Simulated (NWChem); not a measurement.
System: C₅H₄N, doublet; SMILES [c]1cnccc1

The following NWChem deck was run.

```
start job
memory heap 200 mb stack 900 mb global 1100 mb
geometry units angstroms noautosym nocenter noautoz
  C     -1.376539    -0.060179     0.000000
  C     -0.788682     1.183301     0.000000
  C      0.610906     1.195579     0.000000
  C      1.282334    -0.029114     0.000000
  N      0.672366    -1.210839     0.000000
  C     -0.665093    -1.243168     0.000000
  H     -1.368554     2.111012     0.000000
  H      1.167945     2.136275     0.000000
  H      2.378284    -0.051297     0.000000
  H     -1.145850    -2.227326     0.000000
end
basis spherical
  C library def2-svp
  N library def2-svp
  H library def2-svp
end
dft
  odft
  mult 2
  xc m05-2x
  iterations 150
end
cosmo
  do_cosmo_smd true
  solvent water
end
task dft energy
```

In the optimisation the excess spin sits in a' (Cs, its own frame). Geometry: optimised at PBE0/def2-SVP, spin-unrestricted. Not confirmed as a minimum by frequencies. No stability test was run on the SCF state. Solvent: water.

Level: M05-2X/def2-SVP with SMD (1 M gas to 1 M solution), gas-phase geometry. Reactions with the solvent are ignored.

### Question
Give the results of this calculation. (M05-2X/def2-SVP, spin-unrestricted, SMD on the gas-phase geometry.) Quantities: solvation free energy (kcal/mol); cavity-dispersion-structure term (kcal/mol); dipole in solution (D).

### Answer
```json
{
 "solvation free energy (kcal/mol)": "-3.7",
 "cavity-dispersion-structure term (kcal/mol)": "1.5",
 "dipole in solution (D)": "2.72"
}
```
